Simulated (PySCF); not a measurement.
The same groups moved round the core (butadiene methyl+boryl). All species are isolated molecules in the gas phase. One relaxed conformer stands for each flexible species; it need not be the lowest. Strings in code marks are SMILES.

Calculation: PySCF 2.14.0 with TPSSh-D3(BJ)/def2-TZVP // CAM-B3LYP-D3(BJ)/def2-TZVP. Excitations are Tamm–Dancoff values on a coarser integration grid. The basis has no diffuse functions, so Rydberg states are missing or too high.

| species | brightest of the four lowest singlets (TDA) (eV) | S1 oscillator strength | HOMO (eV) | LUMO (eV) |
|---|---|---|---|---|
| `BC(/C=C/C)=C` | 5.99 | 0.055 | [?] | -2.31 |
| `BC(=C)/C=C\C` | 5.99 | 0.051 | [?] | -2.20 |
| `B/C(C)=C/C=C` | [?] | [?] | [?] | -2.62 |
| `C(/C=C(/C)B)=C` | 4.52 | 0.420 | -6.38 | -2.54 |
| `C=C/C(=C/B)C` | 4.93 | 0.002 | -6.68 | -2.67 |
| `B/C=C/C(=C)C` | 4.95 | 0.714 | -6.68 | -2.58 |
| `B/C=C\C(=C)C` | 4.81 | 0.001 | [?] | -2.66 |
| `B/C=C/C=C\C` | 4.87 | [?] | -6.48 | [?] |

Problem. Fill in the missing entries.

Solution. 
- `BC(/C=C/C)=C`, HOMO (eV): -6.15
- `BC(=C)/C=C\C`, HOMO (eV): -6.24
- `B/C(C)=C/C=C`, brightest of the four lowest singlets (TDA) (eV): 4.88
- `B/C(C)=C/C=C`, S1 oscillator strength: 0.811
- `B/C(C)=C/C=C`, HOMO (eV): -6.52
- `B/C=C\C(=C)C`, HOMO (eV): -6.64
- `B/C=C/C=C\C`, S1 oscillator strength: 0.917
- `B/C=C/C=C\C`, LUMO (eV): -2.53
